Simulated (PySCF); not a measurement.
# Spinor energies of Tb⁴²⁺ (terbium, charge +42)

Start: [Ar] 3d5; 3d3/2 filled at m_j = -3/2, -1/2, +1/2, +3/2; 3d5/2 filled at m_j = +5/2. Calculated with PySCF 2.14 in an even-tempered Gaussian basis (16 s from 9.4 bohr⁻², ratio 2.8; 12 p from 12 bohr⁻², ratio 2.8; 8 d from 12 bohr⁻², ratio 2.8; 3 f from 42 bohr⁻², ratio 3): generalised Hartree-Fock with the X2C-1e Hamiltonian and a Gaussian nucleus; one run each with spin-orbit coupling (SO) switched off, then screened by Boettger's factors.

| spinor shell | electrons | ε, spin-free (eV) | ε, screened SO (eV) | weight of nominal j (screened SO) | rms radius, screened SO (bohr) |
| --- | --- | --- | --- | --- | --- |
| 1s1/2 | 2 | -54548.1 | -54535.0 | 1.000 | 0.0245 |
| 2s1/2 | 2 | -11011.5 | -11006.2 | 1.000 | 0.0984 |
| 2p1/2 | 2 | -10038.6 | -10577.8 | 1.000 | 0.0842 |
| 2p3/2 | 4 | -10038.6 | -9804.1 | 1.000 | 0.0903 |
| 3s1/2 | 2 | -3971.4 | -3969.7 | 1.000 | 0.245 |
| 3p1/2 | 2 | -3661.4 | -3800.0 | 0.997 | 0.235 |
| 3p3/2 | 4 | -3661.4 | -3600.1 | 0.999 | 0.247 |
| 3d3/2 | 4 | -3338.2 | -3347.2 | 0.971 | 0.214 |
| 3d5/2 | 1 | -3338.2 | -3308.0 | 1.000 | 0.217 |

```tsv
quantity	spin-free	screened SO
E (hartree)	-10331.04324	-10340.47470
M_J	5/2	5/2
⟨J²⟩	8.750	8.754
⟨L²⟩	0.000	4.745
⟨S²⟩	8.750	3.495
```

Each row is a mean over spinors that exchange with the open shell spreads, by up to 32.650 eV (3p3/2).

Breit and QED terms are absent; they matter most for the inner s and p1/2 levels.

Densities and radii are taken from the X2C orbitals without a picture-change correction, which distorts them close to the nucleus.

Without spin-orbit coupling the j labels of p, d and f shells carry no meaning; the spin-free column gives the mean over the occupied spinors of each nl shell.
